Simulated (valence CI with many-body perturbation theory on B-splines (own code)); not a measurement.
The numbers below are computed, except where a source is named.
Ga X in three bases

Method: relativistic CI+MBPT: four valence electrons over a frozen Dirac-Fock core [Ar], a basis of 7 s, 7 p, 8 d, 6 f, 4 g, 1 h functions for each j, with the one-electron correlation potential Σ1 (screened to all orders), the two-electron term Σ2, the three-electron term Σ3, Breit, model QED; selected single and double excitations, second order for the rest, scaled by the run's own slope (own B-spline code, finite nucleus).

No measured levels were compared; by estimate terms of the open shell hold to 2 to 4 % of their energy, and close levels can change places. Only levels of the ground parity were solved; by the run's estimate the other parity begins above the list, which can be wrong where configurations are misplaced.

The reference run has the lowest level 3d4 5D_0 and an ionisation energy of 243.538 eV. Its largest variational space holds 16741 state functions.

Letters in brackets count levels of one name in rising energy.

Changed runs:
A. basis 6 s, 6 p, 5 d, 5 f, 1 g
B. basis 5 s, 5 p, 4 d, 4 f

Excitation energies of the reference run in cm⁻¹, and shifts in cm⁻¹:

```tsv
Level	Reference	A	B
3d4 5D_1	665	-4.0	-7.8
3d4 5D_2	1835	-7.5	-15
3d4 5D_3	3354	-10	-15
3d4 5D_4	5118	-12	-14
3d4 3P_0 [a]	38208	+468	+1012
3d4 3H_4	39858	+270	+907
3d4 3H_5	41391	+251	+891
3d4 3P_1 [a]	42074	+454	+1012
3d4 3H_6	42668	+253	+894
3d4 3F_3 [a]	44734	+367	+982
3d4 3F_2 [a]	44991	+387	+983
3d4 3F_4 [a]	45500	+358	+972
Ionisation energy (eV)	243.538	-0.091	-0.128
```
